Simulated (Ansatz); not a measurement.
Two spin states of ZrS, each at its own minimum; 2S+1 = 1, 3, 5, 7 were tried, and our sources give no spin for the ground state. No spin–orbit coupling.

```tsv
level	energy of the multiplicity-3 state above the multiplicity-1 state (eV)
PBE/def2-TZVPP	-0.260
PBE0/def2-TZVPP	-0.372
wB97X-V/def2-TZVPP	-0.101
CCSD/def2-TZVPP	-0.019
CCSD(T)/def2-TZVPP	0.170
```

The rows run from -0.372 (PBE0/def2-TZVPP) to 0.170 eV (CCSD(T)/def2-TZVPP). The 3 functionals in def2-TZVPP without D3 or D4 span 0.271, from PBE0 to wB97X-V.

Each state is the lowest solution found for its spin in def2 and cc sets. The singlet is a restricted closed-shell determinant, which can mix singlet states where a π or δ shell is part-filled.

Correlated levels freeze the inner cores; with def2 sets outer-core shells near the valence are correlated too.

Doubts at one or more of the structures used: a restricted determinant that unrestricted orbitals would lower (CCSD/def2-TZVPP, CCSD(T)/def2-TZVPP).

Programs: Ansatz (Gaussian basis) for Hartree–Fock, density functionals and correlated methods. Values without a source in brackets are computed. In def2 rows elements past Kr take small-core potentials, without spin–orbit coupling.

Ansatz is a quantum-chemistry and plane-wave program.
